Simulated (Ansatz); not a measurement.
Basis sets compared for Sn(N(SiH3)2)2 (Si₄SnN₂H₁₂). Charge 0, multiplicity 1. Geometry r2SCAN-D4/def2-SVP. Ansatz on 4 threads of Intel Xeon on a shared host; times are rough, and most runs start from earlier orbitals.

```xyz
19

Sn    1.0571    0.3871    1.5258
N     0.0878    1.5962    0.1331
Si    0.2043    3.3400    0.2821
Si   -0.8504    0.8897   -1.1816
H     0.8553    3.9675   -0.9094
H     1.0431    3.6313    1.4888
H    -1.1335    3.9824    0.4681
H    -1.4193    2.0306   -1.9698
H    -1.9904    0.0615   -0.6889
H    -0.0124    0.0717   -2.1074
N     0.4139   -1.4130    0.5780
Si    1.4849   -2.1452   -0.5832
Si   -0.9857   -2.1857    1.2659
H     2.1762   -3.3665   -0.0547
H     2.5462   -1.1319   -0.9089
H     0.7876   -2.5356   -1.8476
H    -2.0210   -2.5328    0.2434
H    -1.5842   -1.2097    2.2425
H    -0.6595   -3.4377    2.0238
```

In the def2 sets Sn takes a core potential; there is no spin–orbit coupling.

Binding counts from free atoms (Sn triplet, N quartet, Si triplet, H doublet) in the same basis, without a counterpoise term.

```csv
level,functions,energy (Eh),HOMO (eV),LUMO (eV),binding per atom (eV),wall time
PBE-D4/def2-SVP,186,-1487.8823,-5.84,-3.23,3.19,3 s
PBE0-D4/def2-SVP,186,-1488.0236,-7.05,-2.58,3.15,5.5 s
```

Task: Estimate the rows for PBE-D4/def2-TZVP, PBE0-D4/def2-TZVP.

Result: 
```json
{"level": "PBE-D4/def2-TZVP", "functions": "332", "energy (Eh)": "-1488.4424", "HOMO (eV)": "-5.97", "LUMO (eV)": "-3.32", "binding per atom (eV)": "3.21", "wall time": "7 s"}
{"level": "PBE0-D4/def2-TZVP", "functions": "332", "energy (Eh)": "-1488.5769", "HOMO (eV)": "-7.13", "LUMO (eV)": "-2.63", "binding per atom (eV)": "3.18", "wall time": "13 s"}
```
